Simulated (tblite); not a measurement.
Q: Write Cartesian coordinates for `[H]/N=C\CC[Si@@H](N)O[SiH3]` as optimised with GFN2-xTB.

A: 
```xyz
20
C3H12N2OSi2 angstrom
N      1.3685    2.0504    0.0909
C      1.8536    0.9134   -0.1233
C      1.3730   -0.1438   -1.0644
C      0.9438   -1.3958   -0.2910
Si    -0.5536   -1.1171    0.8513
N     -0.0112   -0.2845    2.2525
O     -1.7126   -0.3428    0.0025
Si    -2.4734    0.6638   -1.0053
H      0.5461    2.2712   -0.4724
H      2.7284    0.6475    0.4678
H      0.5312    0.2346   -1.6513
H      2.1891   -0.3964   -1.7498
H      0.7019   -2.1766   -1.0128
H      1.7866   -1.7632    0.2940
H     -1.1983   -2.3529    1.2760
H     -0.6771   -0.0814    2.9799
H      0.6339    0.4850    2.1581
H     -2.1606    0.2506   -2.3758
H     -3.8911    0.5256   -0.6909
H     -1.9834    2.0229   -0.7598
```

Orientation and origin are arbitrary. Atoms count from 1 in this order. Si5 (oxygen-bound silicon) is distorted tetrahedral (angles from 103.9° to 114.7°). Of the pairs four or more bonds apart, C2···H17 is among the closest relative to their van der Waals radii: 2.62 Å, 90 % of the sum of Bondi's values. Si8 (oxygen-bound silicon) is distorted tetrahedral (angles from 105.3° to 112.5°). The C–C distances run from 1.495 Å (C2–C3, drawn single) to 1.533 Å (C3–C4, drawn single), a spread of 0.038 Å.

Bonds between heavy atoms (Å): N1=C2 1.255, C2–C3 1.495, C3–C4 1.533, C4–Si5 1.904, Si5–N6 1.718, Si5–O7 1.632, O7–Si8 1.615.

The geometry is computed with GFN2-xTB (gas phase).

Point group: C1 (no symmetry element, even within 0.4 Å). Its GFN2-xTB frequencies are all real (lowest 22 cm⁻¹). The numbers are those of one conformer (N1–C2–C3–C4 -117°, C2–C3–C4–Si5 64°, C3–C4–Si5–N6 -77°, C4–Si5–N6–H -178° and 43°, C4–Si5–O7–Si8 -40°). 3 starts were optimised and ended at 0.00, 0.21 and 0.88 kcal/mol (GFN2-xTB); the lowest of these is shown.
